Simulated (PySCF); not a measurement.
Gas-phase reaction: SnHCl₃ + 2 H ⇌ SnHCl + 2 HCl

Method: PySCF energies (xtb for GFN2) plus ideal-gas RRHO corrections (1 bar). † marks an energy on the PBE0/def2-TZVP geometry and frequencies; other levels use their own. MP2 freezes the core. Open shells (unrestricted): H (multiplicity 2); the rest are closed-shell singlets. GFN2 has no spin-polarisation term. Sn: scalar-relativistic def2 core potential, no spin-orbit coupling. SnHCl₃, SnHCl: computed as isolated molecules; such fragments, hydroxides, amides, oligomers or adducts are transient or little studied in the gas. MP2 isn't extrapolated to the basis-set limit.

```json
[
 {"level": "BLYP/def2-TZVP†", "ΔH°(298 K), kJ": "-301"},
 {"level": "GFN2-xTB", "ΔH°(298 K), kJ": "(withheld)"},
 {"level": "HF/def2-TZVP†", "ΔH°(298 K), kJ": "-157"},
 {"level": "MP2/def2-TZVPP†", "ΔH°(298 K), kJ": "(withheld)"},
 {"level": "PBE/def2-TZVP†", "ΔH°(298 K), kJ": "(withheld)"},
 {"level": "PBE0/def2-QZVP†", "ΔH°(298 K), kJ": "-246"},
 {"level": "PBE0/def2-SVP†", "ΔH°(298 K), kJ": "(withheld)"},
 {"level": "LDA/def2-TZVP†", "ΔH°(298 K), kJ": "-264"}
]
```

**Question.** Some entries are withheld; supply them.

**Answer.** 
- GFN2-xTB, ΔH°(298 K), kJ: -463
- MP2/def2-TZVPP†, ΔH°(298 K), kJ: -228
- PBE/def2-TZVP†, ΔH°(298 K), kJ: -254
- PBE0/def2-SVP†, ΔH°(298 K), kJ: -237
